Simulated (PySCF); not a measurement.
Species: CH₈BrGeNSi.
Bonds: C1–N2, N2–Ge3, Ge3–Si4, Si4–Br5. Hydrogens: H6, H7, H8 on C1; H9 on N2; H10, H11 on Ge3; H12, H13 on Si4.

The calculation used PySCF, PBE0-D3(BJ)/def2-SVP geometry optimisation, gas phase.

Some entries are withheld. Bonds in one row agree within 0.01 Å.

| coordinate | value |
| --- | --- |
| C1–N2 | ? |
| N2–Ge3 | 1.838 Å |
| Ge3–Si4 | ? |
| Si4–Br5 | ? |
| C1–H6, C1–H7, C1–H8 | 1.105 Å |
| N2–H9 | 1.016 Å |
| Ge3–H10 | 1.553 Å |
| Ge3–H11 | 1.539 Å |
| Si4–H12, Si4–H13 | 1.492 Å |
| N2–C1–H6 | ? |
| N2–C1–H7 | ? |
| N2–C1–H8 | ? |
| H6–C1–H7 | ? |
| H7–C1–H8 | ? |
| C1–N2–Ge3 | 120.6° |
| C1–N2–H9 | 112.7° |
| Ge3–N2–H9 | 113.7° |
| N2–Ge3–Si4 | 108.0° |
| N2–Ge3–H10 | 114.2° |
| N2–Ge3–H11 | 106.6° |
| Si4–Ge3–H10 | ? |
| H10–Ge3–H11 | 109.3° |
| Ge3–Si4–Br5 | 106.6° |
| Ge3–Si4–H12 | 113.3° |
| Ge3–Si4–H13 | 112.2° |

Fill in the missing values.

- C1–N2 = 1.444 Å, drawn single (ends: N-methyl carbon; nitrogen bonded to C, Ge and H); 0.03 Å below the sum of covalent radii, 1.47 Å.
- Ge3–Si4 = 2.385 Å, drawn single (ends: germanium bonded to N, Si and 2 H; SiH2 silicon); 0.08 Å above the sum of covalent radii, 2.31 Å.
- Si4–Br5 = 2.240 Å, drawn single (ends: SiH2 silicon; bromine bonded to Si); 0.07 Å below the sum of covalent radii, 2.31 Å.
- N2–C1–H6 = 115.2°, at the N-methyl carbon; the outer atoms are 2.163 Å apart.
- N2–C1–H7 = 110.7°, at the N-methyl carbon; the outer atoms are 2.104 Å apart.
- N2–C1–H8 = 110.0°, at the N-methyl carbon; the outer atoms are 2.096 Å apart.
- H6–C1–H7 = 107.4°, at the N-methyl carbon; the outer atoms are 1.784 Å apart.
- H7–C1–H8 = 106.3°, at the N-methyl carbon; the outer atoms are 1.766 Å apart.
- Si4–Ge3–H10 = 108.6°, at the germanium bonded to N, Si and 2 H; the outer atoms are 3.235 Å apart.

Radii are Cordero's, carbon taken as 0.76, 0.73 or 0.69 Å for four, three, and two or fewer neighbours.

No frequency check. The numbers are those of one conformer (C1–N2–Ge3–Si4 -64°, N2–Ge3–Si4–Br5 -177°).
